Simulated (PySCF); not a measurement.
Compound: C5H14Si.
Geometry (PBE0-D3(BJ)/def2-SVP, Å), atoms numbered from 1 in this order:
```
atom  x, y, z in Å
C1    -3.2913   -0.0690    0.0817
C2    -1.9146    0.5375    0.2996
C3    -0.7808   -0.3279   -0.2324
C4     0.6025    0.2729   -0.0187
C5     1.7373   -0.6005   -0.5499
Si6    3.4575    0.1293   -0.2987
H7    -4.0891    0.5797    0.4741
H8    -3.3815   -1.0465    0.5827
H9    -3.4918   -0.2311   -0.9897
H10   -1.8664    1.5316   -0.1795
H11   -1.7550    0.7200    1.3773
H12   -0.8225   -1.3232    0.2469
H13   -0.9341   -0.5118   -1.3117
H14    0.7514    0.4614    1.0600
H15    0.6416    1.2674   -0.4991
H16    1.7137   -1.5934   -0.0664
H17    1.6012   -0.7894   -1.6297
H18    3.5737    1.4503   -0.9937
H19    4.5104   -0.7840   -0.8421
H20    3.7276    0.3478    1.1576
```

Computed, not measured: core-valence-separated Tamm–Dancoff BHandHLYP/aug-pcX-1 (pcseg-1 on H, def2-SVPD on Si) in PySCF, non-relativistic, gas phase, PBE0-D3(BJ)/def2-SVP geometry. The energies are unshifted.

**Question.** List the carbon K-edge absorption lines.

**Answer.** 
```csv
E (eV),f,core hole on,main final orbital
285.23,0.0084,C1,LUMO (67 %)
285.27,0.0106,C5,LUMO+2 (41 %)
285.49,0.0156,C2,LUMO+2 (35 %)
285.53,0.0186,C3,spread
285.72,0.0170,C4,LUMO+2 (59 %)
285.83,0.0291,C5,LUMO+3 (43 %)
285.94,0.0269,C1,spread
285.96,0.0154,C3,LUMO+3 (66 %)
286.00,0.0618,C1 + C2,"LUMO+3 (2 roots, f summed)"
286.05,0.0344,C5,LUMO+6 (48 %)
286.19,0.0303,C4,LUMO+3 (56 %)
286.46,0.0007,C3,LUMO+1 (41 %)
286.48,0.0014,C2,LUMO+1 (64 %)
286.53,0.0037,C1,LUMO+4 (41 %)
286.54,0.0010,C5,LUMO+1 (38 %)
286.56,0.0032,C3,LUMO (49 %)
286.60,0.0014,C4,LUMO+1 (62 %)
286.69,0.0016,C5,LUMO+4 (31 %)
286.71,0.0031,C2,LUMO+4 (32 %)
286.86,0.0000,C5,LUMO+8 (36 %)
286.86,0.0044,C4,LUMO (40 %)
287.00,0.0001,C5,LUMO+11 (37 %)
```

The first line with a tenth or more of the strongest one's intensity is at 285.23 eV (f = 0.008), with the hole on C1 (methyl carbon). The strongest listed is at 286.00 eV (f = 0.062, sum of 2; C1 + C2).

Roots within 0.03 eV whose holes lie on the same, on equivalent or on shared atoms are summed into one line, and the highest roots are left out, as the search may have cut off their partners. Final orbitals are the ground state's empty Kohn–Sham orbitals.

**Question.** What length of transition dipole belongs to the line at 285.72 eV?

**Answer.** From f = (2/3) ΔE |μ|² in atomic units, with ΔE = 10.500 Eh and f = 0.0170: |μ| = 0.049 au = 0.13 D.

The ionisation thresholds weren't computed; near and above them a finite basis only mimics Rydberg series and continuum.

The run took 19 s wall on one thread of an Arm Neoverse V2 (shared host).

One conformer stands for the species.
